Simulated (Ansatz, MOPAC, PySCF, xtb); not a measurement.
Diatomic CSe, closed-shell singlet (the spin of the measured ground state). No spin–orbit coupling. Se is treated without relativity.

Constants: fifth-degree fit in 1/R to seven points, most abundant isotopes. Runs in def2 and cc sets follow the lowest solution found near the PBE0 minimum. The singlet is held restricted. HF and MP2 rows in def2 and cc sets belong to the determinant that coupled cluster picked by its CCSD energy.

Run with Ansatz (Gaussian orbitals); MOPAC for PM6 (differences of heats of formation); PySCF for 3-21G rows, LANL2DZ rows, STO-3G rows; xtb for the GFN methods. Values without a source in brackets are computed.

```tsv
level	r_e (Å)	ω_e (cm⁻¹)	α_e (cm⁻¹)	B_e (cm⁻¹)	D_e (eV)	dipole (D)
PM6	1.649	951	0.0013	0.594	-	-
GFN1-xTB	1.659	1213	0.0042	0.587	-	-
GFN2-xTB	1.654	1128	0.0049	0.590	-	-
HF/STO-3G	1.648	1195	0.0022	0.595	-	0.31
HF/3-21G	1.696	1056	0.0032	0.561	-	1.40
HF/def2-TZVPP	1.654	1159	0.0032	0.591	-	-
HF/def2-QZVPP	1.653	1158	0.0032	0.591	-	-
SVWN5/def2-TZVPP	1.674	1051	0.0036	0.577	7.59	2.20
PBE/def2-TZVPP	1.692	1022	0.0036	0.565	6.65	2.10
BP86/LANL2DZ	1.760	906	0.0034	0.522	-	1.70
r2SCAN/def2-TZVPP	1.679	1059	0.0035	0.573	6.15	2.09
B97M-V/def2-TZVPP	1.674	1075	0.0035	0.577	6.13	2.05
B3LYP/LANL2DZ	1.739	947	0.0034	0.534	-	1.72
B3LYP/def2-TZVPP	1.678	1059	0.0035	0.574	6.03	2.10
PBE0/def2-TZVPP	1.671	1085	0.0034	0.578	6.07	2.10
BHLYP/def2-TZVPP	1.659	1121	0.0033	0.587	5.34	2.06
CAM-B3LYP/def2-TZVPP	1.661	1109	0.0034	0.586	5.86	2.17
wB97X-V/def2-TZVPP	1.661	1124	0.0032	0.586	5.99	2.12
wB97M-V/def2-TZVPP	1.663	1113	0.0033	0.584	6.04	2.12
B2PLYP/def2-TZVPP	1.685	1032	0.0038	0.569	6.18	-
MP2/def2-TZVPP	1.678	1072	0.0033	0.574	-	-
MP2/def2-QZVPP	1.670	1082	0.0033	0.579	-	-
MP2/CBS(def2-TZVPP, def2-QZVPP)	1.665	1090	0.0034	0.583	-	-
SCS-MP2/def2-TZVPP	1.678	1075	0.0033	0.574	-	-
SCS-MP2/def2-QZVPP	1.671	1084	0.0033	0.579	-	-
CCSD/def2-TZVPP	1.674	1086	0.0034	0.577	5.59	-
CCSD/def2-QZVPP	1.667	1097	0.0034	0.582	5.70	-
CCSD(T)/def2-TZVPP	1.689	1033	0.0037	0.567	6.03	-
CCSD(T)/def2-QZVPP	1.682	1042	0.0037	0.571	6.18	-
CCSD(T)/CBS(def2-TZVPP, def2-QZVPP)	1.678	1049	0.0037	0.574	6.29	-
```

D_e counts from each atom's lowest state at the same level, without counterpoise or zero-point energy.

Correlated levels freeze the inner cores; with def2 sets outer-core shells near the valence are correlated too. CBS(a, b) extrapolates the correlation energy as X⁻³ and adds the Hartree–Fock energy of set b. Rows in 3-21G, LANL2DZ, STO-3G carry no dispersion term and start afresh at each structure; the Pople sets are all-electron and without relativity. LANL2DZ brings its own core potentials from Na on. The state that PM6 reach isn't checked.

Doubts at one or more of the structures used: a restricted determinant that unrestricted orbitals would lower (HF/def2-TZVPP, HF/def2-QZVPP, MP2/def2-TZVPP, MP2/def2-QZVPP, MP2/CBS(def2-TZVPP, def2-QZVPP), SCS-MP2/def2-TZVPP, SCS-MP2/def2-QZVPP, CCSD/def2-TZVPP, CCSD/def2-QZVPP, CCSD(T)/def2-TZVPP, CCSD(T)/def2-QZVPP, CCSD(T)/CBS(def2-TZVPP, def2-QZVPP)).

Measured for the ground state: r_e 1.6762 Å [microwave values compiled in ACS Omega 2, 8373 (2017)]. ω_e 1035.4 cm-1, ω_e x_e 4.86 cm-1, B_e 0.575 cm-1, α_e 0.00379 cm-1 [NIST CCCBDB]. D_0 6.081 ± 0.061 eV (a handbook's tabulated 298 K bond energy less 3RT/2; such tables hold older values) [Luo, bond dissociation energies, CRC Handbook]. dipole 1.99 D [compilation of Liu, Meijer and Pérez-Ríos].

Ansatz is a first-principles code.
